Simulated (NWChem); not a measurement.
Correlation energy of 1,1-difluoroethane (C2H4F2)

```
C
F 1 1.3712
F 1 1.3712 2 107.69
H 1 1.1161 2 107.65 3 -115.82
C 1 1.5100 4 113.40 2 122.08
H 5 1.1068 1 110.34 4 -60.20
H 5 1.1068 6 108.91 1 -121.25
H 5 1.1075 6 109.03 7 -118.87
```
Charge 0, spin multiplicity 1.

All runs are NWChem calculations. The geometry was optimised at PBE/def2-SVP, a minimum by its harmonic frequencies.

Basis set: 6-31G*. Each correlation energy counts from its own Hartree-Fock reference.

The correlated methods keep 4 core orbitals frozen. The Pople sets run with spherical d functions. No row is a measurement; the coupled-cluster row has its own basis-set and correlation limits.

```json
[
 {"method": "CCSD(T)", "correlation energy (mHa)": "-637.7"},
 {"method": "CR-CCSD[T]", "correlation energy (mHa)": "(withheld)"},
 {"method": "CCSD+T(CCSD)", "correlation energy (mHa)": "(withheld)"},
 {"method": "CR-CCSD(T)", "correlation energy (mHa)": "(withheld)"},
 {"method": "SCS-MP2", "correlation energy (mHa)": "-580.4"},
 {"method": "CCSD", "correlation energy (mHa)": "-623.6"},
 {"method": "MP2", "correlation energy (mHa)": "-596.6"}
]
```

Q: What belongs in the gaps?

A: 
- CR-CCSD[T], correlation energy (mHa): -635.8
- CCSD+T(CCSD), correlation energy (mHa): -639.4
- CR-CCSD(T), correlation energy (mHa): -634.5
